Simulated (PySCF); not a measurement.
Input of a run (PBE0-D3(BJ)/def2-SVP geometry optimisation, gas phase, def2 core potentials past Kr (PySCF 2.14.0)), started from GFN2-xTB:
```
{"job": {"xc": "PBE0", "basis": "def2-SVP", "d3": "d3bj", "grid": 1, "maxiter": 40, "shake": 0.03, "kind": "geom"}, "charge": 0, "multiplicity": 1}
Ge     0.061720    -0.079440     0.167590
H     -0.012630    -0.025560     1.678730
I      2.337540     0.004000    -0.647650
I     -1.104950     2.085900    -0.602950
I     -1.206820    -2.095380    -0.657830
```

Output (energies in Eh, forces in Eh/bohr):
```
step   0  E = -2970.34858795  max force = 0.027361
step   1  E = -2970.35147619  max force = 0.003251
step   2  E = -2970.35178300  max force = 0.001413
step   3  E = -2970.35184256  max force = 0.000346
step   4  E = -2970.35184460  max force = 0.000132
optimisation converged
```

Q: Summarise the run.

A: The energy falls by 8.6 kJ/mol over 5 energy and gradient evaluations, the largest force component goes from 0.0274 to 1.3e-04 Eh/bohr, and the atoms move by 0.057 Å rms after alignment. The bond that changes most is Ge1–I3 (ends: germanium bonded to 3 I and H; iodine bonded to Ge), which lengthens by 0.090 Å. Bonds longer at the end by more than 0.005 Å: 2 of 4; shorter: 2. Among the angles that change most is H2–Ge1–I4, from 104.3° to 109.0°. The energy never rose by more than 1e-6 Eh on the way. The first step brought 89 % of the lowering.

Q: What are the final bond lengths?

A: Ge1–H2 1.534 Å, Ge1–I3 2.509 Å, Ge1–I4 2.508 Å, Ge1–I5 2.508 Å. Numbering counts from 1 in the input's order; the species is `[H][Ge]([I])([I])[I]`.

The run used 115 basis functions and 37 SCF cycles in all. On Intel Xeon at 2.50 GHz, one thread (shared host), this took 2.9 min wall, 2.5 min CPU and 0.48 GiB of memory at its peak.

Whether it is a minimum is left open (no frequencies).
